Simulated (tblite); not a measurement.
Compound: C5H5BrS.
SMILES with atom numbers: `[S:1]=[CH:2]/[CH:3]=[CH:4]\[CH:5]=[CH:6]/[Br:7]` (hydrogens: H8 on C2; H9 on C3; H10 on C4; H11 on C5; H12 on C6)

Computed with GFN2-xTB (tblite), gas phase: L-BFGS steps from a force-field or distance-geometry start until the largest atomic force falls under 0.01 eV/Å.

Step 13: E = -557.9241 eV
```
atom  x, y, z in Å  |  force x, y, z in eV/Å
S1      3.7410   -0.0852   -0.2433   -0.015  -0.007  -0.016
C2      2.1100   -0.1468   -0.3703    0.020   0.006   0.014
C3      1.2508    0.2950    0.6652    0.015   0.001  -0.007
C4     -0.1070    0.2818    0.6499   -0.018  -0.014  -0.028
C5     -0.9217   -0.1881   -0.4227   -0.028  -0.014  -0.037
C6     -2.2610   -0.2041   -0.4435   -0.021   0.002   0.005
Br7    -3.3632    0.4004    0.9558    0.023   0.005   0.014
H8      1.6839   -0.5419   -1.2865    0.010   0.004   0.012
H9      1.7543    0.6768    1.5428   -0.007   0.013   0.032
H10    -0.6319    0.6554    1.5194   -0.006   0.004   0.010
H11    -0.4308   -0.5694   -1.3067    0.026  -0.009  -0.016
H12    -2.8232   -0.5745   -1.2861    0.001   0.009   0.017
```

Step 14: E = -557.9243 eV
```
atom  x, y, z in Å  |  force x, y, z in eV/Å
S1      3.7410   -0.0855   -0.2439   -0.013  -0.005  -0.010
C2      2.1100   -0.1465   -0.3697    0.016   0.004   0.007
C3      1.2501    0.2954    0.6652    0.018  -0.002  -0.004
C4     -0.1077    0.2813    0.6490   -0.003  -0.008  -0.020
C5     -0.9217   -0.1884   -0.4237   -0.023  -0.016  -0.036
C6     -2.2608   -0.2044   -0.4440   -0.018   0.003   0.005
Br7    -3.3587    0.4006    0.9564    0.000   0.014   0.035
H8      1.6843   -0.5419   -1.2861    0.008   0.005   0.015
H9      1.7521    0.6770    1.5438   -0.005   0.013   0.027
H10    -0.6327    0.6550    1.5183   -0.009   0.006   0.015
H11    -0.4295   -0.5695   -1.3064    0.028  -0.016  -0.035
H12    -2.8252   -0.5738   -1.2850    0.002   0.001   0.001
```

Step 15: E = -557.9245 eV
```
atom  x, y, z in Å  |  force x, y, z in eV/Å
S1      3.7410   -0.0858   -0.2446   -0.002  -0.002  -0.003
C2      2.1101   -0.1461   -0.3690    0.007   0.003   0.002
C3      1.2495    0.2959    0.6652    0.011  -0.003   0.005
C4     -0.1085    0.2807    0.6479    0.008   0.000  -0.010
C5     -0.9219   -0.1890   -0.4254   -0.003  -0.014  -0.025
C6     -2.2608   -0.2047   -0.4444   -0.010   0.004   0.002
Br7    -3.3542    0.4010    0.9577   -0.019   0.020   0.050
H8      1.6847   -0.5418   -1.2854    0.004   0.005   0.015
H9      1.7499    0.6775    1.5452   -0.006   0.008   0.014
H10    -0.6337    0.6546    1.5174   -0.007   0.001   0.006
H11    -0.4277   -0.5699   -1.3068    0.019  -0.018  -0.042
H12    -2.8272   -0.5731   -1.2839   -0.002  -0.006  -0.014
```

Problem. Estimate the geometry and energy of step 16. (The exact step hangs on the optimiser's Hessian estimate; all steps are aligned on step 15, rigid shifts and turns removed.)

Solution. E = -557.9247 eV, largest force 0.060 eV/Å
```
atom  x, y, z in Å  |  force x, y, z in eV/Å
S1      3.7411   -0.0862   -0.2454    0.011   0.002   0.004
C2      2.1105   -0.1457   -0.3682   -0.003   0.002   0.001
C3      1.2492    0.2962    0.6654   -0.001  -0.002   0.014
C4     -0.1092    0.2802    0.6467    0.015   0.004  -0.001
C5     -0.9221   -0.1898   -0.4274    0.015  -0.009  -0.010
C6     -2.2611   -0.2049   -0.4447    0.003   0.004   0.000
Br7    -3.3504    0.4018    0.9598   -0.027   0.020   0.050
H8      1.6852   -0.5416   -1.2845   -0.002   0.004   0.011
H9      1.7476    0.6781    1.5469   -0.006   0.004  -0.001
H10    -0.6346    0.6542    1.5166   -0.001  -0.006  -0.011
H11    -0.4257   -0.5706   -1.3080    0.001  -0.015  -0.038
H12    -2.8293   -0.5725   -1.2831   -0.006  -0.009  -0.019
```

The energy changes by -0.0002 eV. The first-order estimate −F·Δx gives -0.0003 eV and the mean of the old and new forces, exact on a quadratic surface, -0.0002 eV. The step makes an angle of 65° with the force vector and moves no atom by more than 0.004 Å.

The cost below is that of the whole relaxation. Time: 0.35 s wall. Hardware: an Arm Neoverse N1 with one thread, no GPU, shared host.
